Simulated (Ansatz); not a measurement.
A nudged elastic band was laid between two geometries of AlClHSe (4 atoms, charge 0, multiplicity 2).

Computed with UHF/def2-SVP (Ansatz).

| Item | Value |
| --- | --- |
| movable images | 5 |
| climbing image | yes |
| spring | 5.0 eV/Å² |
| optimiser | quadratic models (default) |
| start path | through a guess of the saddle point |
| force threshold | 0.05 eV/Å |
| iteration limit | 60 |
| end points | relaxed |

Image 0:

```xyz
4
Properties=species:S:1:pos:R:3
Cl -2.586 -0.229 -0.243
Al -0.702 0.635 0.190
Se 1.169 -0.713 -0.186
H 2.119 0.308 0.239
```

Image 6:

```xyz
4
Properties=species:S:1:pos:R:3
Cl -2.039 0.267 -0.029
Al 0.061 0.160 0.061
Se 1.081 -1.812 -0.586
H 0.896 1.384 0.553
```

Q: What changes between the two ends?

A: Bonds broken: Se3–H4. Bonds formed: Al2–H4.

Q: Give the energies along the band, and the barrier.

A: The forces met the threshold. The highest image is number 3 of 0 to 6, 1.53 eV above the first end and 1.94 eV above the last; the last end lies 0.41 eV below the first. A vibrational analysis at the climbing image gives one clearly imaginary mode, 1850i cm⁻¹: a first-order saddle point.

```csv
image,path coordinate (Å),energy (eV),Se3–H4 (Å),Al2–H4 (Å)
0,0.00,0.00,1.46,2.84
1,0.42,0.15,1.46,2.46
2,0.85,0.63,1.50,2.05
3,1.27,1.53,1.85,1.72
4,1.73,0.59,2.40,1.59
5,2.19,-0.17,2.94,1.56
6,2.64,-0.41,3.40,1.56
```

Q: What is the geometry of the highest image?

A: 
```xyz
4
Properties=species:S:1:pos:R:3:forces:R:3
Cl -2.426 0.149 -0.097 0.00 0.00 0.00
Al -0.341 0.224 0.062 0.01 0.00 0.00
Se 1.466 -1.055 -0.287 0.00 0.00 0.00
H 1.300 0.682 0.322 0.00 0.00 0.00
```

Q: What are the harmonic wavenumbers there?

A: 1850i, 137, 215, 358, 620, 1542 cm⁻¹.

Run time: 71 s on 1 thread of AMD EPYC 7R43 64-Core Processor (Zen 3), with other jobs on the host, peak memory 0.24 GiB.
